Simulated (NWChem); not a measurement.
Molecule: CdSiH₃Br; SMILES [SiH3][Cd][Br]

This build's default masses of Se (78.918 u) and Br (79.917 u) are each other's, which moves their modes by up to 0.6 %. def2 effective core potentials on Cd; no spin-orbit coupling.

**Question.** Give the equilibrium geometry at PBE0/def2-SVP with def2 effective core potentials on Cd (NWChem) as a list of bonds and angles, with the point group.

**Answer.** point group C3v; any orientation.
Bond lengths (Å): Cd1–Br2 2.439, Cd1–Si3 2.494, Si3–H4 1.495, Si3–H5 1.495, Si3–H6 1.495. Angles (°): Br2–Cd1–Si3 180.0, Cd1–Si3–H4 110.5, Cd1–Si3–H5 110.5, Cd1–Si3–H6 110.5, H4–Si3–H5 108.4, H4–Si3–H6 108.4, H5–Si3–H6 108.4.
